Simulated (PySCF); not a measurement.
Dipole moment and polarisability of `CS[SiH2]C([SiH3])[SiH3]`

C2H12SSi3.
Geometry (PBE0-D3(BJ)/def2-SVP, Å), atoms numbered from 1 in this order:
```xyz
18
C2H12SSi3 angstrom
C      3.560    0.060   -0.107
S      2.233   -1.046    0.471
Si     0.532    0.116   -0.123
C     -1.011   -0.896    0.209
Si    -2.536   -0.056   -0.517
Si    -0.855   -2.668   -0.435
H      3.548    1.018    0.432
H      4.512   -0.448    0.101
H      3.487    0.241   -1.189
H      0.635    0.433   -1.583
H      0.492    1.416    0.618
H     -1.148   -0.942    1.305
H     -2.525    1.413   -0.232
H     -2.557   -0.247   -2.000
H     -3.779   -0.651    0.061
H     -2.204   -3.318   -0.453
H     -0.326   -2.645   -1.832
H      0.051   -3.477    0.432
```

Level: PBE0/def2-SVPD (PySCF), static field, nuclei fixed, core orbitals frozen in the response. The polarisability tensor in these axes (au):

```
x   157.30   2.24   5.26
y     2.24 127.62  -1.04
z     5.26  -1.04 104.94
```

Diagonalise the tensor; give its mean and Δα, where Δα² is half the sum of the squared differences of the eigenvalues.

Principal values 104.35, 127.54 and 157.97 au; mean 129.95 au = 19.26 Å³ = 21.43 × 10⁻⁴⁰ C²·m²/J; Δα = 46.58 au (36 % of the mean).

What is the dipole moment, and where does it point?

(0.60, 1.03, 0.06) D, 1.20 D in size, pointing from the negative to the positive side. Measured along this direction, the outermost atoms are H16 at the negative end and H7 at the positive end.

What depolarisation ratio follows for Rayleigh scattering of linearly polarised light, taking the static tensor?

ρ = 3Δα²/(45ᾱ² + 4Δα²) = 6509.0/(759921 + 8678.7) = 0.00847.

Traceless (Buckingham) quadrupole moment about the centre of nuclear charge: eigenvalues?

-5.71, -3.09, 8.79 D·Å. The values depend on the origin, since the dipole doesn't vanish. The electronic extent ⟨r²⟩ about the same centre is 1851 bohr², a root-mean-square distance of 2.51 Å for the 82 electrons.

Along which axes do the principal values lie, and how far do the nuclei extend along each?

Largest value along (0.99, 0.07, 0.10), where the nuclei span 8.25 Å; middle along (-0.06, 1.00, -0.06), 5.08 Å; least along (-0.10, 0.05, 0.99), 3.29 Å. The response follows the extents in order.

Refractivity n − 1 of an ideal gas of it at 298.15 K and 1 atm, from the electronic α?

N = p/kT = 2.4615 × 10¹⁹ cm⁻³, so n − 1 = 2π × N × 19.26 × 10⁻²⁴ cm³ = 2978 × 10⁻⁶ at long wavelengths, for an ideal gas.

Isolated species at its PBE0-D3(BJ)/def2-SVP geometry (one conformer only).
